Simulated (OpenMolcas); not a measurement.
Co2+ with its 6 nearest fluoride ions at 2.041 Å, on the Li site of LiF (a = 4.028 Å, distance in the model lattice 2.014 Å). The rest of the host is ab initio model potentials to 7.6 Å and point charges beyond; the distance is set by hand and nothing relaxes, and no local charge compensation is placed. Ligand basis ANO-RCC-VDZP.

```
Program             : OpenMolcas
Method              : CASSCF
Basis               : ANO-RCC-VDZP [5s4p2d1f]
Scalar Hamiltonian  : DKH2, point nucleus
Active space        : 7 electrons in 5 orbitals (3d)
State averaging     : 2S+1 = 4 even, 10 roots; 2S+1 = 2 even, 40 roots
Spin-orbit coupling : state interaction with AMFI integrals over the reference wave functions
```

Question: What is the spin-free ground state (labels of O, the rotations of Oh)?

Answer: 4T1, 3-fold in its orbital part, 97 % from free-ion F terms; it has the highest spin that d7 allows.

Question: Where is the first state of the same spin?

Answer: 4T2 at 7400 cm-1 above the ground state.

Question: What are the lowest two levels with spin-orbit coupling?

Answer: A 2-fold level Γ6 with g = 4.42, 4.42, 4.42, then a 4-fold level Γ8 358.4 cm-1 above it. Their leading multiplicities are 4 (100 %) and 4 (100 %).

Question: What is χT at 300 K, and how does it compare with the textbook value?

Answer: The lowest level has 2S+1 = 4, for which the spin-only value is χT = S(S+1) / 2 = 1.875 cm3 K/mol (g = 2). The computed 3.516 at 300 K differs by +1.641, through orbital momentum, spin-orbit coupling and any other state in reach. With a threefold ground state the orbital momentum is unquenched, so the spin-only value is not expected to hold.

Question: Which ligand-field parameters describe the states?

Answer: A least-squares ligand-field fit to the states below 45000 cm-1, each weighted by its degeneracy and with a free common offset, gives 10Dq = 8366 cm-1, B = 1203 cm-1 and C = 4436 cm-1 (C/B = 3.69), with an rms deviation of 115 cm-1. The same method and metal basis give the free ion B = 1230 cm-1 (fit to its terms below 60000 cm-1, rms deviation 20 cm-1), so the nephelauxetic ratio is β = 1203 / 1230 = 0.98; it hangs on how both fits weigh the states, and computed free-ion B values tend to be too large, so β mixes covalency with correlation.

An orbital triplet at a regular site is open to Jahn-Teller coupling, which can distort the site and quench the lowest spin-orbit gaps and is left out. Without dynamic correlation the repulsion within the d shell is too large (B by tens of per cent), so at a given field states of lower spin stand too high. Ligand-to-metal charge-transfer states are missing. With no ligand orbital active B as a rule stays too high, so bands that hang on it stand too high and its fall with covalency is understated. With metal d orbitals alone and no dynamic correlation 10Dq can be off by a tenth to a fifth, either way, in oxide and fluoride hosts. No measured value stands beside these numbers; the geometry was set by hand and not optimised.
